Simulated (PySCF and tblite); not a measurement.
The numbers below are computed, except where a source is named.
C₄H₅F₃O, numbered as in [O:1]=[CH:2][CH2:3][CH2:4][C:5]([F:6])([F:7])[F:8].

Search: ETKDG and KDG, MMFF94s, GFN2-xTB, 90 starts; geometries at PBE0-D3(BJ)/def2-SVP. Free energies are PBE0-D3(BJ)/def2-TZVP single points with GFN2-xTB rigid-rotor and vibrational terms (modes under about 100 cm⁻¹ blended into free rotors). Symmetry numbers and mirror images are counted. Conformers within 4 kcal/mol (GFN2-xTB free energy) were kept, 7 at most. GIAO shieldings: PBE0/pcSseg-1. Shifts are against TMS (¹H), TMS (¹³C), CFCl3 (¹⁹F) at the same level. Programs: PySCF with density fitting and tblite.

Torsions listed: O1–C2–C3–C4, C2–C3–C4–C5. Of a mirror pair one member is shown.

```
conformer         shape   symmetry  E(GFN2) kcal/mol  E(DFT) kcal/mol
        1      0°, 179°         Cs              0.00             0.00
        2    -13°, -87°  C1 (pair)              1.06             1.39
        3  -133°, -173°  C1 (pair)              1.53             2.15
        4    -147°, 72°  C1 (pair)              1.66             2.39
```

**Question.** How much do the weights at 298.15 K and the averaged shift of C4 depend on how the conformers are weighted?

**Answer.** 
```tsv
weighting	1 (%)	2 (%)	3 (%)	4 (%)	δ (ppm)	rms dipole (D)
DFT energy with thermal terms, symmetry and mirror images (full scheme)	83	10	5	2	28.9	2.21
DFT energy with symmetry and mirror images	78	15	4	3	28.7	2.32
bare DFT energy	88	8	2	2	28.9	2.18
GFN2-xTB energy with symmetry and mirror images	62	21	9	8	28.7	2.49
GFN2-xTB free energy	69	15	12	5	28.9	2.33
leading conformer alone	100	0	0	0	29.1	2.00
equal weights	25	25	25	25	29.0	2.81
full scheme, search stopped after three starts	0	60	29	11	27.7	3.05
```

The largest departure from the full scheme, 1.2 ppm, comes with: full scheme, search stopped after three starts.
